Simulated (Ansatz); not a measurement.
Basis-set extrapolation for ClH4O2Si2, SMILES `O[SiH][SiH](O)Cl` radical (PBE0-D4/def2-TZVP geometry, frozen core, the Gaussian-basis code of Ansatz). Multiplicity 2, UHF reference.

|  | def2-TZVPP | def2-QZVPP |
| --- | --- | --- |
| HF | -1189.639941 | -1189.678542 |
| MP2 correlation | -0.883674 | -0.961392 |
| CCSD(T) correlation | -0.963451 | not run |

Energies in hartree. Use E(X) = E(∞) + A·exp(−7.88·√X) for Hartree–Fock and E(X) = E(∞) + B·X^(−2.97) for correlation, with X = 3 and 4, and add CCSD(T) minus MP2 of the smaller set to the MP2 limit.

**Question.** What is the CCSD(T) energy at the basis-set limit?

**Answer.** HF limit: -1189.678542 + (-0.038601) × 0.13774 = -1189.68386. MP2 limit: -0.961392 + (-0.077718) × 0.74074 = -1.01896. Higher-order term: -0.963451 − (-0.883674) = -0.07978. Total: -1190.78260 hartree, 112.5 kcal/mol below CCSD(T)/def2-TZVPP.
